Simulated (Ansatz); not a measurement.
Relaxation of FH₃OSi₂ (7 atoms, charge 0, multiplicity 1), to a largest force component of 0.02 eV/Å in at most 40 steps.

These are results of RKS BHLYP/6-31G* (Ansatz 0.2.0), not measurements.

```xyz
7
Properties=species:S:1:pos:R:3
O 0.644 -1.708 -0.695
Si -0.247 -0.741 0.266
F 0.174 -1.433 1.663
Si 0.086 1.452 0.236
H 0.630 -1.660 -1.643
H -0.809 2.113 1.206
H -0.478 1.978 -1.033
```

Q: Where does it end, and by what steps?

A: The forces met the threshold. After 10 steps the energy has fallen by 0.294 eV; Si2 moved furthest, 0.30 Å.

```csv
step,energy less start (eV),largest force component (eV/Å),accepted
0,0.0000,1.196,yes
1,-0.1546,1.617,yes
2,-0.2142,1.257,yes
3,-0.2744,0.593,yes
4,-0.2668,0.978,no
5,-0.2876,0.242,yes
6,-0.2911,0.152,yes
7,-0.2920,0.091,yes
8,-0.2933,0.045,yes
9,-0.2935,0.025,yes
10,-0.2935,0.016,yes
```

```xyz
7
Properties=species:S:1:pos:R:3
O 0.505 -1.727 -0.743
Si 0.022 -0.644 0.367
F 0.083 -1.465 1.720
Si 0.214 1.614 0.251
H 0.531 -1.456 -1.661
H -0.922 1.950 1.163
H -0.434 1.728 -1.097
```

Time of the run: 15 s on 1 thread of Intel(R) Xeon(R) 6975P-C (Granite Rapids), on a shared host, peak memory 0.15 GiB.
